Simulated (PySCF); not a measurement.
Isomers of CH6OSi. Gas-phase values, no solvent. One relaxed conformer stands for each flexible species; it need not be the lowest. Strings in code marks are SMILES.

These are ωB97X-D3(BJ)/def2-TZVP // PBE0-D3(BJ)/def2-TZVP (PySCF) values and carry that method's errors. Excitations are Tamm–Dancoff values on a coarser integration grid. The basis has no diffuse functions, so Rydberg states are missing or too high.

| species | S1 oscillator strength | T1 excitation (TDA) (eV) | HOMO–LUMO gap (eV) | S1–T1 gap (TDA) (eV) | HOMO (eV) |
|---|---|---|---|---|---|
| `CO[SiH3]` | 0.000 | 7.11 | 12.99 | 0.33 | -10.72 |
| `C[SiH2]O` (C–Si–O–H torsion 69°) | 0.012 | (withheld) | 13.35 | (withheld) | -10.94 |
| `OC[SiH3]` (H–O–C–Si torsion 59°) | 0.003 | 6.47 | 12.40 | 0.43 | (withheld) |

Question: Fill in the missing entries.

Answer: 
- `C[SiH2]O` (C–Si–O–H torsion 69°), T1 excitation (TDA) (eV): 7.35
- `C[SiH2]O` (C–Si–O–H torsion 69°), S1–T1 gap (TDA) (eV): 0.37
- `OC[SiH3]` (H–O–C–Si torsion 59°), HOMO (eV): -10.09
